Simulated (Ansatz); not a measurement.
Single points on Au₄Cl₃.

```yaml
crystal:
  periodic: [false, false, false]
  atoms:
    - {symbol: Au, position_ang: [1.461111, 1.601351, 0.108882]}
    - {symbol: Au, position_ang: [-1.580418, 0.697423, -0.056245]}
    - {symbol: Au, position_ang: [-0.906736, -2.727377, -0.099418]}
    - {symbol: Au, position_ang: [1.188674, -1.245837, 0.024489]}
    - {symbol: Cl, position_ang: [-0.541941, 2.830665, 0.058045]}
    - {symbol: Cl, position_ang: [-2.883270, -1.245044, -0.179682]}
    - {symbol: Cl, position_ang: [3.262590, 0.088819, 0.143929]}
basis:
  gaussian: {orbitals: def2-TZVP, initial_orbitals: start.molden}
magnetization: {spin_polarized: true, initial_magnetization: 1}
hamiltonian: {xc: pbe0, dispersion: d4}
scf: {omitted_lower_state_checks: [starts]}
output: {orbitals: {seedname: orbitals}}
```

The file start.molden holds the orbitals of an earlier run on this structure, at another level or in another basis.

```sh
$ ansatz run in.yaml --threads 4 --pin off --events-out ev --progress --plain --max-ram 4787MiB
```

Shortened log:

```
Functional definition: PBE0
2128 factors; integrals over basis functions are off by at most 6.3e-4 eV
mean field evaluation 1: about -52332.9644 eV, gradient 1.2e2 eV
mean field evaluation 2: about -52335.5257 eV, gradient 3.6e0 eV
mean field evaluation 4: about -52336.1045 eV, gradient 8.2e-1 eV
mean field evaluation 8: about -52336.1113 eV, gradient 9.4e-5 eV
mean field -52336.11133400 eV, -1923.3166168341 hartree, gradient 1.5e-5 eV, S^2 0.755743; 0 other end points of the search recorded, 0 dependent functions left out
reference -52336.11137565 eV, -1923.3166183648 hartree; 64, 63 occupied and 207, 208 virtual orbitals, 2128 factors
Total energy: -52336.58280831 eV, -1923.3339431953 hartree
Checks for a lower state left out: starts
```

It took 28 s on 4 threads of Arm Neoverse V1 on a shared host, peak host memory 1.4 GiB.

The first input with `correlation: {method: mp2}` and without the key `hamiltonian` (abridged; 30 s):

```
Functional definition: HF
mean field -52188.47797206 eV, -1917.8911908524 hartree, gradient 7.0e-6 eV, S^2 0.779980
15 core orbitals not correlated: weight in the atoms' cores, before any rotation towards them, 1.000 or more for the frozen orbitals, at most 0.000 for the correlated occupied ones
second order -62.36895235 eV of doubles, -0.00000000 eV of singles
Total energy: -52250.84692441 eV, -1920.1832075759 hartree
Checks for a lower state left out: starts
```

First input, but with `hamiltonian: {xc: {name: B3LYP}, dispersion: d4}` (abridged; 25 s):

```
Functional definition: B3LYP
mean field -52355.17665679 eV, -1924.0172545238 hartree, gradient 8.1e-5 eV, S^2 0.753702
Total energy: -52356.07297992 eV, -1924.0501937913 hartree
Checks for a lower state left out: starts
```

First input, but with `hamiltonian: {xc: {name: BLYP}, dispersion: d4}` (abridged; 16 s):

```
Functional definition: BLYP
mean field -52346.83435080 eV, -1923.7106804333 hartree, gradient 2.3e-5 eV, S^2 0.751274
Total energy: -52347.93129811 eV, -1923.7509925031 hartree
Checks for a lower state left out: starts
```

As the first input, with `hamiltonian: {xc: pbe, dispersion: d4}`, `output: {forces: true, orbitals: {seedname: orbitals}}` (abridged; 14 s):

```
Functional definition: PBE
mean field -52338.41391341 eV, -1923.4012350668 hartree, gradient 2.5e-5 eV, S^2 0.751797
Total energy: -52338.95252582 eV, -1923.4210287075 hartree
Atom 0 force    -0.047349    -0.078726    -0.003811 eV/Å
Atom 1 force    -0.029474    -0.004429    -0.003084 eV/Å
Atom 2 force    -0.222020     0.112054    -0.010575 eV/Å
Atom 3 force     0.251558     0.214892     0.016080 eV/Å
Atom 4 force     0.142247    -0.424457    -0.007048 eV/Å
Atom 5 force     0.333606     0.117198     0.024080 eV/Å
Atom 6 force    -0.428568     0.063466    -0.015642 eV/Å
Dipole moment:    -0.207849    -0.205873    -0.012344 e Å
Checks for a lower state left out: starts
```

As the first input, with `hamiltonian: {xc: r2scan, dispersion: d4}` (abridged; 35 s):

```
Functional definition: r2SCAN
mean field -52353.34817545 eV, -1923.9500590740 hartree, gradient 1.7e-5 eV, S^2 0.754739
Total energy: -52353.46657251 eV, -1923.9544100854 hartree
Checks for a lower state left out: starts
```

As the first input, with `gaussian: {orbitals: def2-SVP, initial_orbitals: start.molden}`, `hamiltonian: {xc: pbe, dispersion: d4}` (abridged; 7.5 s):

```
Functional definition: PBE
mean field -52324.36645452 eV, -1922.8850004743 hartree, gradient 9.6e-6 eV, S^2 0.751484
Total energy: -52324.90506447 eV, -1922.9047940247 hartree
Checks for a lower state left out: starts
```

Geometry: r2SCAN-D4/def2-SVP.

In the def2 sets Au takes a core potential; there is no spin–orbit coupling. B3LYP takes the VWN-RPA correlation. Correlated methods freeze 15 core orbitals; core or outer-core shells of Au are correlated, in sets that lack core-valence functions. The structure comes from a short search, and lower isomers may exist.
